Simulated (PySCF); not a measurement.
**Computed vibrations of [Yb(CH3)2]+**

[Yb(CH3)2]+ (singlet in the valence; each metal's 4f electrons, 13 of them, lie in its core potential, out of spins and levels). PySCF 2.14.0, RKS PBE0, Yb lcecp-1-SVP with ECP59, C def2-SVP, H def2-SVP; non-relativistic Hamiltonian with scalar-relativistic core potentials where named; density fitting; no spin-orbit coupling. Central differences of gradients.

```xyz
9

Yb    0.0000    0.0000   -0.2183
C     1.7073    0.0000    1.2069
H     2.7043    0.0000    0.7298
H     1.6539    0.8843    1.8703
H     1.6539   -0.8843    1.8703
C    -1.7073    0.0000    1.2069
H    -2.7043    0.0000    0.7298
H    -1.6539   -0.8843    1.8703
H    -1.6539    0.8843    1.8703
```

Run from Python with OMP_NUM_THREADS=2. Where DIIS fails, smearing, a level shift and second-order steps follow.
It took 50 s on 2 threads of Arm Neoverse V2 (shared host).

(1) What are the harmonic wavenumbers and infrared intensities?

(2) Is this a minimum?

An lcecp potential fixes the number of 4f electrons, so in runs with it no electron can move into or out of that shell.

Answers

(1) Modes are labelled in C2v; negative numbers are unstable modes, those under 60 cm⁻¹ near the noise; a finer grid moves soft modes by up to 10 cm⁻¹.
```tsv
cm⁻¹	km/mol	symmetry
-80	–	a2
-19	–	b2
130	0.0	a1
388	0.0	a2
400	9.3	b1
422	71.6	b2
479	0.3	a1
482	85.0	b1
512	22.6	a1
1158	2.1	b1
1162	3.1	a1
1368	0.0	a2
1374	4.5	b1
1378	23.9	b2
1386	18.4	a1
3012	10.6	b1
3014	5.4	a1
3112	0.0	a2
3114	0.9	b2
3126	0.0	a1
3127	0.5	b1
```

(2) No: 1 unstable (and 1 more above −25 cm⁻¹, within the noise); the lowest moves the atoms so:
```
Yb   0.00  0.00  0.00
C    0.00  0.03  0.00
H    0.00 -0.37  0.00
H    0.23  0.24 -0.26
H   -0.23  0.24  0.26
C    0.00 -0.03  0.00
H    0.00  0.37  0.00
H   -0.23 -0.24 -0.26
H    0.23 -0.24  0.26
```
